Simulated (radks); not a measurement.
Values are calculated unless marked as measured or tabulated.
All-electron atom: Ta XXXVIII in [Kr].

Code: a radial shooting solver on a logarithmic mesh with Libxc functionals. Model: non-relativistic Kohn-Sham, LDA (Slater exchange, Perdew-Wang correlation), spin-unpolarised, spherical densities, point nucleus; relativity is left out, which matters for an element this heavy.

Energy parts (eV):
total: -380555.47
kinetic: 380465.04
electron-nucleus: -842443.63
Hartree: 87638.38
exchange-correlation: -6215.26

Orbitals (lengths in bohr, moments of r in powers of bohr; r(max) is where P^2 peaks; r(90%) holds 90 % of the orbital's charge):
orbital  occ.  eigenvalue (eV)   r(max)  r(90%)  <1/r>      <r>
1s          2        -63518.21  0.01378  0.0369  72.41  0.02077
2s          2        -11748.79  0.07507   0.134  16.98  0.08771
2p          6        -11327.02  0.05828   0.120  17.02  0.07420
3s          2        -3845.412   0.2052   0.320  6.614   0.2202
3p          6        -3654.251   0.1932   0.312  6.566   0.2100
3d         10        -3302.475   0.1521   0.283  6.480   0.1838
4s          2        -1789.757   0.4327   0.619  3.262   0.4393
4p          6        -1706.994   0.4285   0.621  3.212   0.4363

The highest occupied level is 4p at -1707.0 eV. The density falls to 0.001 e/bohr^3 at r = 1.09 bohr. Virial ratio -V/T = 2.00024. For comparison, the ionisation energy in NIST's Atomic Spectra Database is 1748 eV (theoretical). In exact Kohn-Sham theory the highest level is minus the ionisation energy, but local and semilocal functionals leave it too shallow, through self-interaction and a potential that decays too fast; potentials with the right tail come closer. Summed over all electrons, <r^2> = 2.590 bohr^2, which gives a Langevin (diamagnetic) susceptibility term of -2.05 x 10^-6 cm^3/mol. The electron density at the nucleus is 2.784e+05 e/bohr^3.
